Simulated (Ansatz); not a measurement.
Ideal-gas functions of CH4FGaS (`[F][GaH][CH2]S`) at 298.15 K and 1 bar, from an Ansatz frequency run at PBE0-D4/def2-TZVP.

Molar mass 136.83 g/mol, point group C1 (symmetry number 1), electronic degeneracy 1, moments of inertia 63.299, 258.526, 273.271 u Å². Harmonic wavenumbers (cm⁻¹, unscaled): 63, 121, 169, 274, 464, 567, 611, 655, 673, 705, 870, 1075, 1133, 1412, 2026, 2701, 3114, 3189.

Use S(trans) = R[1.5 ln M + 2.5 ln T − 1.1517]; rotational temperatures θ = 24.2544 K / I; S(rot) = R[ln(√π/σ · √(T³/θAθBθC)) + 1.5]; for each mode x = 1.438777 ν̃/T, S = R[x/(eˣ − 1) − ln(1 − e⁻ˣ)] and H = RT x/(eˣ − 1); 1 cm⁻¹ = 0.0119627 kJ/mol; R = 8.31446 J/(mol·K).

Task: By hand: the entropy, in J/(mol·K).

Result: Translation 170.2. Rotation: θ = 0.3832, 0.0938, 0.0888 K, giving 112.2. Vibration, mode by mode: 18.25, 12.90, 10.24, 6.57, 3.16, 2.13, 1.80, 1.52, 1.42, 1.26, 0.66, 0.29, 0.23, 0.07, 0.01, 0.00, 0.00, 0.00, in all 60.5. Electronic 0.0. Sum 342.9 J/(mol·K).

Task: By hand: H − E and G − E in kJ/mol, counted from the electronic energy.

Result: Zero-point energy ½ × 19822 × 0.0119627 = 118.6; thermal vibration 9.5; translation, rotation and pV give 4 RT = 9.9. H − E = 138.0 kJ/mol, and G − E = 138.0 − 298.15 × 342.9/1000 = 35.8 kJ/mol.

Vibration gives 18 % of the entropy, 31.2 J/(mol·K) of it from the modes under 150 cm⁻¹: soft modes count most, and the harmonic formula is weakest for them. The sum counts one conformer and one mirror image; others add a mixing term.
